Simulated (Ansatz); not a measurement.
BiBr3, singlet, at a GFN2-xTB geometry (such geometries of metal compounds can be far from the true shape) (core potentials on Bi); B3LYP/def2-SVP (Ansatz, a quantum-chemistry and plane-wave program).

Ansatz was given this input:
Ansatz 0.2 input:
```yaml
crystal:
  periodic: [false, false, false]
  atoms:
    - {symbol: Bi, position_ang: [0.00161438, 0.00205729, 0.76455345]}
    - {symbol: Br, position_ang: [-1.68714961, -1.43917361, -0.59693332]}
    - {symbol: Br, position_ang: [-0.40330196, 2.17716175, -0.60937517]}
    - {symbol: Br, position_ang: [2.08662318, -0.74286685, -0.60677541]}
basis:
  gaussian:
    orbitals: def2-SVP
hamiltonian:
  xc: b3lyp
```

Q: Write the output that Ansatz gives for this input, abridged.

A: 
```
Functional definition: B3LYP
1242 factors; integrals over basis functions are off by at most 2.8e-4 eV
mean field evaluation 1: about -215959.6049 eV, gradient 2.3e1 eV
mean field evaluation 2: about -215953.7097 eV, gradient 5.0e1 eV
mean field evaluation 4: about -215961.7870 eV, gradient 5.2e-1 eV
mean field evaluation 8: about -215961.8080 eV, gradient 2.3e-2 eV
mean field evaluation 16: about -215961.8080 eV, gradient 3.2e-5 eV
mean field -215961.80801571 eV, -7936.4500604061 hartree, gradient 3.2e-5 eV, S^2 0.000000; 0 other end points of the search recorded, 0 dependent functions left out
reference -215961.80827723 eV, -7936.4500700170 hartree; 64, 64 occupied and 58, 58 virtual orbitals, 1242 factors
Total energy: -215961.80827723 eV, -7936.4500700170 hartree
```
